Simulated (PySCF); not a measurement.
CH5FOSi.
Geometry (PBE0-D3(BJ)/def2-SVP, Å), atoms numbered from 1 in this order:
```xyz
9
CH5FOSi angstrom
C     -1.4033   -0.0611   -0.6659
O     -0.1519    0.5723   -0.6903
Si     1.2264    0.0074    0.0031
F      1.7750   -1.2866   -0.8074
H     -2.1789    0.6773   -0.9175
H     -1.6383   -0.4798    0.3300
H     -1.4528   -0.8794   -1.4041
H      2.2340    1.0866   -0.0956
H      0.9649   -0.4498    1.3963
```

Level: PBE0/pcSseg-1 and CAM-B3LYP/def2-SVPD in PySCF, non-relativistic, on one gas-phase PBE0-D3(BJ)/def2-SVP geometry that isn't relaxed in the solvent. The solvent is an IEF-PCM continuum (van der Waals radii × 1.2). Specific hydrogen bonds and non-electrostatic terms are outside this model.

Gas phase at PBE0/pcSseg-1: HOMO -8.72 eV, LUMO 1.03 eV, dipole 1.72 D.

What does the continuum do to the energy, the frontier levels and the dipole at PBE0/pcSseg-1 in water?

```csv
solvent,ε,E(solvent) − E(gas) (kcal/mol),polarisation term (kcal/mol),distortion of the solute (kcal/mol),HOMO (eV),LUMO (eV),dipole (D)
water,78.36,-3.11,-3.44,0.33,-8.60,1.07,2.05
```

Polarisation term: ½ Σ q·V over the induced surface charges. Distortion: the rise of the solute's own energy as its density leaves the gas-phase optimum.

Which radius a makes the point-dipole formula ΔE = −[(ε − 1)/(2ε + 1)]·μ²/a³ give the value in water, with the gas-phase dipole?

μ = 0.678 au and |ΔE| = 0.00495 Eh give a = 1.89 Å; the farthest nucleus lies 2.60 Å from the centroid of the nuclei, so such a sphere wouldn't even hold the nuclei. The formula assumes a rigid point dipole at the centre of a sphere.

Give the dipole vector in the frame of the coordinates (D, pointing from negative to positive charge), gas and water.

Gas (-1.40, 0.23, 0.98), solvent (-1.62, 0.19, 1.24). Its length changes by +19 % and its direction by 3°.

Which Hirshfeld charges (PBE0/pcSseg-1) respond most in water (means over atoms taken as equivalent)?

```
   atoms             environment  gas (e)  solvent (e)  change
      F4  silicon-bound fluorine   -0.215       -0.227  -0.012
      O2      silyl ether oxygen   -0.229       -0.241  -0.012
H5/H6/H7         methyl hydrogen   +0.047       +0.052  +0.005
   H8/H9           Si–H hydrogen   -0.073       -0.068  +0.005
      C1          methoxy carbon   -0.028       -0.029  -0.001
     Si3  fluorine-bound silicon   +0.478       +0.478   0.000
```

How do the nuclear quadrupole coupling constants eQVzz/h respond in water?

```csv
nucleus,Q (barn),gas (MHz),solvent (MHz),η gas,η solvent
17O at O2,-0.0256,-10.35,-10.11,0.34,0.34
```

Gas phase at CAM-B3LYP/def2-SVPD: HOMO -10.25 eV, LUMO 1.17 eV, dipole 1.69 D.

What does the continuum do to the energy, the frontier levels and the dipole at CAM-B3LYP/def2-SVPD in water?

| solvent | ε | E(solvent) − E(gas) (kcal/mol) | polarisation term (kcal/mol) | distortion of the solute (kcal/mol) | HOMO (eV) | LUMO (eV) | dipole (D) |
| --- | --- | --- | --- | --- | --- | --- | --- |
| water | 78.36 | -2.96 | -3.36 | 0.40 | -10.12 | 1.23 | 2.08 |

How does the static polarisability (CAM-B3LYP/def2-SVPD, frozen core, with the continuum's full static response) change?

```tsv
medium	isotropic (au)	principal values (au)	⟨r²⟩ of the electrons (bohr²)
gas	42.6	38.8, 40.4, 48.4	410.2
water	53.5	49.3, 52.7, 58.3	409.8
```

The isotropic value in water is 1.26 times the gas-phase one; no cavity-field correction is applied. ⟨r²⟩ is taken about the centre of nuclear charge.
